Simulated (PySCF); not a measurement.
Ga(H)2(SeH) (GaH3Se), SMILES [GaH2][SeH]. Atoms are numbered in the order given.

```xyz
5

Ga     0.0022    -1.1760     0.0000
H     -1.3971    -1.8657     0.0000
H      1.3898    -1.8888     0.0000
Se    -0.0436     1.1454     0.0000
H      1.4197     1.2659     0.0000
```

Geometry: PBE0-D3(BJ)/def2-TZVP.

Calculation: PBE0-D3(BJ)/def2-TZVP in PySCF 2.14.0.

Frequencies are harmonic and unscaled.

### Question
Give all harmonic wavenumbers and intensities. (Estimate from the structure and the level; the computed values follow.)

### Answer

```tsv
mode	ν (cm⁻¹)	IR (km/mol)	moving atoms (share of kinetic energy)
1	295	19.1	Ga 52 %, Se 47 %
2	372	3.9	H 99 %
3	407	26.7	H 97 %
4	584	69.4	H 95 %
5	642	11.9	H 96 %
6	727	191.9	H 99 %
7	1997	97.5	H 99 %
8	2010	193.8	H 98 %
9	2448	5.7	H 99 %
```
